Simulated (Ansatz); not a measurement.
Te₃Pt₂. The state is a singlet with charge 0. Geometry PBE-D4/def2-SVP; atoms count from 1.

```xyz
5

Pt    1.271   -2.102    0.941
Pt   -0.022    0.024    0.028
Te   -0.072   -0.651    2.480
Te   -1.318    2.156   -0.925
Te    0.141    0.573   -2.524
```

In the def2 sets Pt, Te take a core potential; there is no spin–orbit coupling. The restricted singlet is unstable towards broken spin symmetry in Hartree–Fock (as tested in another run); at PBE0-D4/def2-TZVP this wasn't settled. No other spin state of charge 0 was run. The geometry of the singlet was relaxed on an unsound state (an occupied level 0.40 eV above an empty one). Another isomer (singlet) lies 0.52 eV lower at PBE0-D4/def2-TZVP; other spin states weren't run for this one.

Question: Estimate the Mulliken populations from the PBE0/def2-TZVP orbitals of Ansatz.

Answer: 
| atom | charge (e) | d electrons |
| --- | --- | --- |
| Pt1 | 0.17 | 9.06 |
| Pt2 | 0.07 | 8.76 |
| Te3 | -0.12 | – |
| Te4 | -0.01 | – |
| Te5 | -0.10 | – |
Mulliken values and Mayer orders depend strongly on the basis.

Question: And the Mayer bond orders between bonded heavy atoms (over 0.3)?

Answer: Pt1–Pt2 0.66 (2.65 Å); Pt1–Te3 1.11 (2.51 Å); Pt2–Te3 0.99 (2.54 Å); Pt2–Te4 0.74 (2.67 Å); Pt2–Te5 0.67 (2.62 Å); Te4–Te5 1.32 (2.68 Å). Values over 0.3 also appear between atoms too far apart for a bond (Pt1–Te4 0.31 at 5.32 Å; Te3–Te4 0.40 at 4.58 Å; Te3–Te5 0.41 at 5.16 Å); they arise where an orbital or an unpaired electron spreads over both atoms.
